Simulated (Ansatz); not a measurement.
Cost and result up the ladder for dimethylphenylsulfonium iodide, `C[S+](C)c1ccccc1.[I-]` (21 atoms). Total charge 0; singlet. Geometry: PBE0-D4/def2-SVP.

```xyz
21

C    -0.5801   -0.2359   -2.3174
S     0.7005   -0.7612   -1.1637
C     0.0872   -2.3394   -0.5479
C     0.2769    0.2998    0.2548
C     1.3328    1.0700    0.7400
C     1.1222    1.9211    1.8247
C    -0.1363    1.9968    2.4156
C    -1.1891    1.2215    1.9262
C    -0.9875    0.3712    0.8429
H    -0.3142    0.7851   -2.6233
H    -0.4901   -0.9243   -3.1723
H    -1.5659   -0.2599   -1.8345
H     0.2036   -3.0351   -1.3933
H     0.7529   -2.6249    0.2772
H    -0.9501   -2.2417   -0.2032
H     2.3167    1.0037    0.2678
H     1.9473    2.5266    2.2062
H    -0.3010    2.6624    3.2661
H    -2.1761    1.2808    2.3906
H    -1.8209   -0.2295    0.4705
I     1.7712   -2.4870   -3.6270
```

Ansatz on 4 threads of Arm Neoverse V2 on a shared host. Times are rough, and most runs start from the orbitals of an earlier one. ωB97X-V/def2-TZVP serves as the yardstick here, not as an exact answer. Differences are given only for rows in sets of like size (and for xTB, whose basis is part of the method), since another set adds its own error. Binding counts from free atoms at the same level (C triplet, S triplet, H doublet, I doublet; other spins of the atoms weren't run), without zero-point energy or a counterpoise term.

In the def2 sets I takes a core potential; there is no spin–orbit coupling. Correlated methods freeze 17 core orbitals; core or outer-core shells of I are correlated, in sets that lack core-valence functions. The rows differ in basis, and correlated rows in double-zeta sets carry the largest basis error.

Run but left out: HF/STO-3G (restricted singlet, unstable in another Hartree–Fock run and untested here).

Correlated methods converge slowly with the basis, most of all in double-zeta sets.

```json
{"level": "PBE-D4/def2-SVP", "functions": "211", "wall time": "4 s", "binding energy per atom (eV)": "4.47", "difference from ωB97X-V/def2-TZVP (eV)": "–", "remarks": "–"}
{"level": "MP2/def2-SVP", "functions": "211", "wall time": "6.5 s", "binding energy per atom (eV)": "4.17", "difference from ωB97X-V/def2-TZVP (eV)": "–", "remarks": "restricted SCF unstable"}
{"level": "PBE0-D4/def2-SVP", "functions": "211", "wall time": "7 s", "binding energy per atom (eV)": "4.40", "difference from ωB97X-V/def2-TZVP (eV)": "–", "remarks": "–"}
{"level": "PBE-D4/def2-TZVP (with forces)", "functions": "401", "wall time": "12 s", "binding energy per atom (eV)": "4.44", "difference from ωB97X-V/def2-TZVP (eV)": "0.15", "remarks": "–"}
{"level": "PBE0-D4/def2-TZVP", "functions": "401", "wall time": "14 s", "binding energy per atom (eV)": "4.36", "difference from ωB97X-V/def2-TZVP (eV)": "0.07", "remarks": "–"}
{"level": "r2SCAN-D4/def2-TZVP", "functions": "401", "wall time": "16 s", "binding energy per atom (eV)": "4.33", "difference from ωB97X-V/def2-TZVP (eV)": "0.03", "remarks": "–"}
{"level": "CAM-B3LYP-D4/def2-TZVP", "functions": "401", "wall time": "20 s", "binding energy per atom (eV)": "4.30", "difference from ωB97X-V/def2-TZVP (eV)": "0.01", "remarks": "–"}
{"level": "ωB97X-V/def2-TZVP (with forces)", "functions": "401", "wall time": "52 s", "binding energy per atom (eV)": "4.29", "difference from ωB97X-V/def2-TZVP (eV)": "0.00", "remarks": "–"}
```
